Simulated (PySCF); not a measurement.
Ionisation energy of Be⁺ by level of theory

Be⁺ [He] 2s1 (2S) → Be²⁺ 1s2 (1S), as a difference of total energies. All numbers are calculated (PySCF 2.14, no relativity, point nucleus, in aug-cc-pCVDZ). Correlated levels: valence and next inner shell: nothing frozen. The calculations carry no spin-orbit coupling.

```tsv
method	ionisation energy (eV)	error (eV)
UHF	18.117	-0.094
MP2 (valence and next inner shell)	18.145	-0.066
SCS-MP2 (valence and next inner shell)	18.142	-0.069
CCSD (valence and next inner shell)	18.148	-0.063
CCSD(T) (valence and next inner shell)	18.148	-0.063
CCSDT (valence and next inner shell)	18.148	-0.063
FCI (valence and next inner shell)	18.148	-0.063
```

Reference: 18.211 eV (measured; NIST Atomic Spectra Database, ionization energies).

Errors of the correlated levels include the incompleteness of this basis.
